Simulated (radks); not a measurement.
Q: These are the eigenvalues of the occupied orbitals of an atom or ion with whole-number occupations (eV). Method: scalar-relativistic Kohn-Sham, LDA (Slater exchange, Perdew-Wang correlation), spin-polarised, spherical densities, point nucleus; computed with a radial shooting solver on a logarithmic mesh with Libxc functionals.

| orbital | eigenvalue |
|---|---|
| 1s up | -15911.81 |
| 1s down | -15911.80 |
| 2s up | -2153.943 |
| 2s down | -2153.911 |
| 2p up | -1915.432 |
| 2p down | -1915.407 |
| 3s up | -331.5107 |
| 3s down | -331.4806 |
| 3p up | -254.5536 |
| 3p down | -254.5216 |
| 3d up | -127.0341 |
| 3d down | -126.9937 |
| 4s up | -39.8576 |
| 4s down | -39.6118 |
| 4p up | -21.9216 |
| 4p down | -21.5829 |
| 5s up | -3.6904 |
| 4d up | -1.2100 |

Which element is it, and in what charge state? The configuration may be excited. Open shells, if any, are filled with parallel spins first.

A: Z = 38, strontium, charge 0: Sr in [Kr] 4d1 5s1. The list shows which subshells hold electrons but not how many an open one holds; the 1s level, -584.75 hartree, gives Z - s = 34.2 by -(Z - s)^2/2, which with screening and relativity narrows Z to a few neighbours, and the depths of the outer levels then fix element, charge and occupations together.
